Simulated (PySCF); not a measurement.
C2H3ClSi, SMILES C#C[SiH2]Cl. Atoms are numbered in the order given.

```xyz
7

Si     0.8181     0.0679     0.0000
Cl    -0.5687     1.5990     0.0000
C     -0.0474    -1.5401     0.0000
C     -0.6142    -2.6165     0.0000
H      1.6512     0.1861    -1.2248
H      1.6512     0.1861     1.2248
H     -1.1175    -3.5676     0.0000
```
Charge 0, spin multiplicity 1.

The structure is a stationary point at PBE0-D3(BJ)/def2-SVP.

Computed with PBE0/pcJ-1 (PySCF).

Isotropic couplings with Fermi-contact, spin-dipole and both spin-orbit terms, one fixed conformer, no vibrational averaging. Isotopes: 13C, 1H, 29Si.

```
pair    bonds apart  J (Hz)
------  -----------  ------
Si1–C3            1     [?]
Si1–H5            1     [?]
Si1–H6            1     [?]
C3–C4             1     [?]
C4–H7             1   252.3
Si1–C4            2   -22.9
C3–H5             2    10.4
C3–H6             2    10.4
C3–H7             2    44.3
H5–H6             2    12.5
Si1–H7            3    -6.6
C4–H5             3     4.7
C4–H6             3     4.7
H5–H7             4     [?]
H6–H7             4     [?]
```

Task: What belongs in the gaps? (An estimate is asked for; the answer gives what the named calculation found.)

Result: 
- Si1–C3, J (Hz): -107.5
- Si1–H5, J (Hz): -258.0
- Si1–H6, J (Hz): -258.0
- C3–C4, J (Hz): 171.4
- H5–H7, J (Hz): -2.1
- H6–H7, J (Hz): -2.1
